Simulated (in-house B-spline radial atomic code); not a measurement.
The bromine ion Br²⁺ is squeezed into an impenetrable sphere of radius R (the orbitals vanish at R). No spin polarisation. Computed with a radial B-spline atomic code at the basis-set limit: non-relativistic Hartree-Fock, average of configuration, point nucleus.

Energies in eV above the free ion in [Ar] 3d10 4s2 4p3:

| R (bohr) | highest level (eV) | [Ar] 3d10 4s2 4p3 | [Ar] 3d10 4s2 4p2 4f1 | [Ar] 3d9 4s2 4p3 4f1 | -dE/dV in [Ar] 3d10 4s2 4p3 (GPa) |
| --- | --- | --- | --- | --- | --- |
| 9.91 | -33.5 | 0 | 25.54 | 97.16 | 1.39e-06 |
| 6.8 | -33.5 | 0.002276 | 27.44 | 99.02 | 0.0108 |
| 5.15 | -33.4 | 0.136 | 31.63 | 103.1 | 1.05 |
| 3.92 | -32.2 | 2.334 | 41.29 | 112.3 | 29.3 |
| 3.74 | -31.6 | 3.487 | 44.12 | 115 | 47.7 |
| 2.9 | -24.8 | 22.02 | 73.65 | 145 | 492 |
| 2.78 | -22.7 | 28.62 | 82.33 | 154.1 | 697 |
| 2.36 | -10.2 | 72.5 | 134.2 | 210.6 | 2520 |
| 1.74 | 48.6 | 319.1 | 387.2 | 496.9 | 23500 |
| 1.35 | 177 | 959.3 | 998.6 | 1193 | 140000 |

(1) Does [Ar] 3d10 4s2 4p2 4f1 fall below [Ar] 3d10 4s2 4p3 under compression?

(2) Does [Ar] 3d9 4s2 4p3 4f1 fall below [Ar] 3d10 4s2 4p3 under compression?

The highest level is first positive in the row R = 1.74 bohr, pushed up by confinement above the zero of the free ion's potential. Each configuration is held fixed and needn't be the lowest in the sphere.

Answers

(1) No, it stays above over the whole range.

(2) No, it stays above over the whole range.
